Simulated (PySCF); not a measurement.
**Electron affinity of Br by level of theory**

Br⁻ [Kr] → Br [Ar] 3d10 4s2 4p5 [4p1/2^2 4p3/2^3, M_J = 3/2], as a difference of total energies. Computed with PySCF 2.14 in x2c-TZVPPall-2c with one added diffuse shell each of s, p, d type (7s8p5d1f, 63 functions), with the two-component X2C-1e Hamiltonian. Correlated levels: [Ar] frozen; the 6 highest virtual spinors dropped. "Screened" scales the spin-orbit matrix elements by Boettger's factors to mimic the two-electron term; Breit and QED terms are absent.

| method | electron affinity (eV) |
| --- | --- |
| GHF (screened spin-orbit) | 2.326 |
| GMP2 (screened spin-orbit) | 3.260 |
| GCCSD (screened spin-orbit) | 3.106 |
| GCCSD(T) (screened spin-orbit) | 3.169 |

Errors of the correlated levels include the incompleteness of this basis and the frozen core.

**Question.** Which method comes closest to the reference value, and which is furthest?

**Answer.** The reference is 3.364 eV (measured; photodetachment measurements, as compiled on the Wikipedia data page of electron affinities). Closest: GMP2 (screened spin-orbit) (error -0.104 eV); furthest: GHF (screened spin-orbit) (error -1.038 eV).
